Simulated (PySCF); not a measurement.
## Working out the ionisation energy of Ag⁺

Ag⁺ [Kr] 4d10 (1S) → Ag²⁺ [Kr] 4d9 (2D). Calculation: PySCF 2.14, in def2-QZVPPD with the def2 core potential (28 electrons); scalar relativity through the core potential. Frozen: nothing. Energies in hartree (1 hartree = 27.21139 eV):

| part | Ag⁺ (lower) | Ag²⁺ (upper) |
| --- | --- | --- |
| UHF | -145.884384 | -145.159731 |
| MP2 opposite-spin | -0.470294 | -0.422340 |
| MP2 same-spin | -0.220166 | -0.190518 |

Problem. What does Hartree-Fock give?

Solution. (-145.159731) − (-145.884384) = 0.724653 hartree = 19.719 eV.

Problem. What do MP2 and SCS-MP2 (6/5 opposite-spin, 1/3 same-spin) give?

Solution. The opposite-spin parts differ by 1.305 eV and the same-spin parts by 0.807 eV. MP2: 19.719 + (1.305) + (0.807) = 21.831 eV. SCS-MP2: 19.719 + 1.2 × (1.305) + (0.807)/3 = 21.554 eV.

Reference: 21.484 eV (measured; NIST Atomic Spectra Database, ionization energies), between the lowest levels; spin-orbit coupling is absent from the calculation.

What remains against the reference includes basis incompleteness and correlation beyond second order.
